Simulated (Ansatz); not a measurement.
CH$_{3}$AlFN (`N=[C](F)[AlH2]`), relaxed with RKS PBE0-D4/def2-TZVP in Ansatz from a PBE-D4/def2-SVP geometry. The force threshold is 0.005 eV/Å; the program also tests the step.

Total charge 0; spin multiplicity 1.

Start:

```xyz
7

N    -0.388    1.687   -0.519
C     0.401    0.720   -0.274
F     1.732    0.965   -0.475
Al    0.005   -1.134    0.372
H    -1.362    1.398   -0.336
H     1.162   -2.198    0.638
H    -1.549   -1.437    0.594
```

Question: How much energy does the relaxation release, and in how many steps? (An estimate is asked.)

Answer: Ansatz gave: 0.03 eV, in 7 steps.

Question: Which bonds change most? (Estimate.)

Answer: Ansatz gave: N1–C2 from 1.271 to 1.254 Å; Al4–H6 from 1.594 to 1.578 Å; Al4–H7 from 1.599 to 1.582 Å; N1–H5 from 1.033 to 1.018 Å.

Question: Give the relaxed structure. (Best estimate.)

Answer: The calculation gave: 
```xyz
7

N    -0.390    1.647   -0.509
C     0.413    0.713   -0.271
F     1.722    0.993   -0.477
Al    0.005   -1.125    0.370
H    -1.346    1.348   -0.328
H     1.138   -2.191    0.629
H    -1.541   -1.385    0.585
```
